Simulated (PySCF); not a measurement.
## Deuteron quadrupole couplings in `CC#C/C=C/N([SiH3])[SiH2]F`

Species: C5H10FNSi2.
Cartesian coordinates in Å at the GFN2-xTB level; atoms count from 1:
```xyz
19
C5H10FNSi2 angstrom
C      4.425    0.183    0.923
C      3.018   -0.099    0.741
C      1.847   -0.324    0.580
C      0.480   -0.605    0.393
C     -0.365    0.301   -0.107
N     -1.716    0.117   -0.339
Si    -2.686    1.453   -0.948
Si    -2.439   -1.423    0.010
F     -3.982   -1.251   -0.403
H      5.017   -0.711    0.723
H      4.738    0.973    0.240
H      4.617    0.508    1.947
H      0.147   -1.596    0.673
H      0.013    1.280   -0.369
H     -1.736    2.524   -1.247
H     -3.626    1.858    0.097
H     -3.373    1.005   -2.155
H     -2.463   -1.714    1.435
H     -1.927   -2.469   -0.861
```

Level: PBE0/pcSseg-1 (PySCF, non-relativistic); Q(2H) = 0.00286 b; rigid geometry, the same for H and D, with no vibrational averaging.

**Question.** Rank these positions by the coupling χzz of a deuteron there, largest first.
A. H13 (vinylic hydrogen)
B. H11 (methyl hydrogen)
C. H14 (vinylic hydrogen)
D. H18 (Si–H hydrogen)

**Answer.** A (221 kHz), C (212 kHz), B (207 kHz), D (109 kHz).

**Question.** Give the electric field gradient Vzz (the principal value of largest size), its asymmetry and the 2H coupling at each hydrogen.

**Answer.** 
| atom | bonded to | bond length (Å) | Vzz (au) | η | χzz (kHz) |
| --- | --- | --- | --- | --- | --- |
| H10 | C1 | 1.090 | 0.3082 | 0.02 | 207 |
| H11 | C1 | 1.090 | 0.3083 | 0.02 | 207 |
| H12 | C1 | 1.091 | 0.3075 | 0.02 | 207 |
| H13 | C4 | 1.082 | 0.3284 | 0.15 | 221 |
| H14 | C5 | 1.082 | 0.3150 | 0.11 | 212 |
| H15 | Si7 | 1.462 | 0.1595 | 0.06 | 107 |
| H16 | Si7 | 1.463 | 0.1600 | 0.04 | 108 |
| H17 | Si7 | 1.460 | 0.1619 | 0.04 | 109 |
| H18 | Si8 | 1.455 | 0.1625 | 0.02 | 109 |
| H19 | Si8 | 1.454 | 0.1627 | 0.02 | 109 |

**Question.** Average by the element that carries the hydrogen.

**Answer.** on C: 211 kHz over 5 positions, mean bond length 1.087 Å; on Si: 108 kHz over 5 positions, mean bond length 1.459 Å.

**Question.** A static deuteron (I = 1) shows a doublet split by (3/2)χ, (3/4)χ(1 + η) and (3/4)χ(1 − η) with the field along z, y and x of the gradient. What are these for H15?

**Answer.** With |χ| = 107.2 kHz and η = 0.057: 161, 85 and 76 kHz, to first order and without motion.

The structure is a single GFN2-xTB conformer in the gas phase; no vibrational or solvent corrections. GFN2-xTB bond lengths can be off by several hundredths of an ångström, more for odd bonds, and the gradients follow them. A larger basis could move these couplings by a tenth or more.
